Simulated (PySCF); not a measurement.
Nd(III) with different ligands

Computed with PySCF 2.14.0, PBE0, def2-SVP on the ligands, density fitting, scalar-relativistic core potentials, no spin-orbit coupling, vacuum. The metal has lcecp-1-SVP with ECP49. Each complex is relaxed within the symmetry of a template of the same shape. Distances are means of the shortest metal–ligand contacts, charges and spins Mulliken's; removal energies are rigid, with the ligand's formal charge and no counterpoise, so too large; for an anion taken off a cation in vacuum most of it is the attraction of opposite charges, and multiply charged cations can part far more cheaply with an electron moved from ligand to metal. lcecp potentials hold a fixed number of 4f electrons in the core, out of states, spins and gaps.

| complex | point group | M–first ligand (Å) | charge on M (e) | removal of one first-named ligand (eV) | strongest infrared band, degenerate modes summed (cm⁻¹) | unstable modes (below −25 cm⁻¹) |
| --- | --- | --- | --- | --- | --- | --- |
| [Nd(OH)4]− | D2d, nearly Td | 2.175 | 0.82 | 5.43 | 229 | 0 |
| [Nd(SH)4]− | S4 | 2.720 | 0.61 | 4.48 | – | 1 (soft) |
| [NdH4]− | Td | 2.150 | 0.25 | 4.60 | 1198 | 0 |
| [NdCl4]− | Td | 2.598 | 0.76 | 4.88 | 304 | 0 |
| [NdF4]− | Td | 2.131 | 1.06 | 6.42 | 496 | 0 |

A further member has point group S4, M–first ligand (Å) 2.320, charge on M (e) 0.66, removal of one first-named ligand (eV) 5.02, strongest infrared band, degenerate modes summed (cm⁻¹) 447, unstable modes (below −25 cm⁻¹) 0. Which complex is it?

[Nd(NH2)4]−. The answer isn't unique; the calculation gave this one.

Members with unstable modes aren't minima as they stand: saddle points kept by symmetry or, where the modes are soft, flat surfaces and noise. Moved off a saddle point of the template and relaxed again: [Nd(NH2)4]−. One start shape was tried for each, so a minimum needn't be the lowest isomer.
